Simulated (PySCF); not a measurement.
Q: Write a Z-matrix for InChI=1S/C3H12OPSi/c1-3(2)4-6-5/h3H,6H2,1-2,5H3/q+1 as optimised with GFN2-xTB. (Charge +1.)

A: 
Z-matrix in Å and degrees, rows numbered from 1:
```
C 
C   1  1.5171
C   2  1.5203  1  112.47
O   2  1.4342  1  110.32  3  -119.49
Si  4  1.5810  2  140.48  1   -39.06
P   5  2.3562  4   93.29  2   171.98
H   1  1.0879  2  110.65  3   179.63
H   1  1.0856  2  109.70  3   -60.68
H   1  1.0875  2  110.22  3    58.82
H   2  1.0957  1  110.12  3   123.26
H   3  1.0851  2  109.71  1    62.59
H   3  1.0866  2  110.46  1  -177.77
H   3  1.0870  2  110.26  1   -57.25
H   5  1.4578  4  116.14  2   -80.96
H   5  1.4584  4  117.72  2    65.13
H   6  1.3778  5  118.16  4   -73.26
H   6  1.3758  5  117.89  4   166.49
H   6  1.3772  5  117.76  4    46.28
```

P6 (phosphorus bonded to Si and 3 H) is distorted tetrahedral (angles from 99.5° to 118.2°). Of the pairs four or more bonds apart, Si5···H7 is among the closest relative to their van der Waals radii: 3.08 Å, 93 % of the sum of Bondi's values. Si5 (oxygen-bound silicon) has angles from 93.3° to 117.7°.

The geometry is computed with GFN2-xTB (gas phase).

Point group: C1 (no symmetry element, even within 0.4 Å). Stationary, but not proved a minimum. Torsions: C1–C2–O4–Si5 -39°, C2–O4–Si5–P6 172°.

One conformer stands for the species.
